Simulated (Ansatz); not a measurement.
The cluster Sr5S6⁻. Total charge -1; doublet. Geometry PBE-D4/def2-SVP; atoms count from 1.

```xyz
11

Sr   -1.002   -0.135    2.110
Sr    2.215    1.987    1.242
Sr    1.717   -1.183   -1.062
Sr   -0.862    1.588   -1.263
Sr   -2.100   -2.199   -1.074
S    -0.435    2.586    1.505
S    -0.480   -0.900   -2.846
S    -3.021    0.078    0.118
S    -0.039   -2.657    0.844
S     2.105    1.608   -1.459
S     1.902   -0.774    1.885
```

In the def2 sets Sr takes a core potential; there is no spin–orbit coupling. The structure comes from a short search, and lower isomers may exist.

**Question.** Estimate the Mulliken populations from the PBE0/def2-SVP orbitals of Ansatz.

**Answer.** 
| atom | charge (e) | spin (α − β) |
| --- | --- | --- |
| Sr1 | 0.50 | -0.08 |
| Sr2 | 0.44 | 0.10 |
| Sr3 | 0.50 | -0.08 |
| Sr4 | 0.66 | 0.03 |
| Sr5 | 0.44 | 0.10 |
| S6 | -0.62 | 0.00 |
| S7 | -0.62 | 0.00 |
| S8 | -0.62 | 0.00 |
| S9 | -0.52 | 0.46 |
| S10 | -0.62 | 0.00 |
| S11 | -0.52 | 0.46 |
Mulliken values and Mayer orders depend strongly on the basis.

**Question.** Where does the spin sit?

**Answer.** Summed by element: Sr 0.08, S 0.92, of 1 unpaired in all. Largest on single atoms: S9 0.46, S11 0.46, Sr5 0.10.

**Question.** And the Mayer bond orders between bonded heavy atoms (over 0.3)?

**Answer.** Sr1–S6 0.65 (2.84 Å); Sr1–S8 0.65 (2.84 Å); Sr1–S9 0.46 (2.98 Å); Sr1–S11 0.46 (2.98 Å); Sr2–S6 0.89 (2.73 Å); Sr2–S10 0.89 (2.73 Å); Sr2–S11 0.62 (2.85 Å); Sr3–S7 0.65 (2.84 Å); Sr3–S9 0.46 (2.98 Å); Sr3–S10 0.65 (2.84 Å); Sr3–S11 0.46 (2.98 Å); Sr4–S6 0.50 (2.97 Å); Sr4–S7 0.50 (2.97 Å); Sr4–S8 0.50 (2.97 Å); Sr4–S10 0.50 (2.97 Å); Sr5–S7 0.89 (2.73 Å); Sr5–S8 0.89 (2.73 Å); Sr5–S9 0.62 (2.85 Å). Values over 0.3 also appear between atoms too far apart for a bond (S9–S11 0.35 at 2.90 Å); they arise where an orbital or an unpaired electron spreads over both atoms.
